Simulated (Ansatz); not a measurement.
`O[SiH](O)C[SiH2]F` + `N[SiH](O)Cl` → `O[SiH](O)N[SiH](O)Cl` + `C[SiH2]F`  (ligand exchange at the Si–C bond)

Calculated with Ansatz (gas phase, PBE0-D4/def2-TZVP geometries, no zero-point term in ΔE). CCSD(T)/CBS is the MP2 limit (def2-TZVPP, def2-QZVPP) plus CCSD(T) − MP2 in def2-TZVPP, frozen cores. DFT in def2-TZVPP. Each species was taken in one conformer, which may not be the lowest.

| level | ΔE (kJ/mol) |
| --- | --- |
| ωB97M-V | -63.6 |
| SCS-MP2/def2-TZVPP | -67.5 |
| HF/def2-QZVPP | -74.2 |
| CCSD/CBS(def2) | -65.8 |

Problem. What does CCSD(T)/CBS give? (An estimate is asked.)

Solution. Ansatz gave: -65.3 kJ/mol. The listed levels differ from it by 1.7, -2.2, -8.9, -0.5 kJ/mol.

Largest T1 diagnostic among the species: 0.011.

In def2-TZVPP, CCSD(T) changes the Hartree–Fock value by +6.8 kJ/mol (the triples alone add +0.5 kJ/mol) and MP2 by +6.8 kJ/mol.
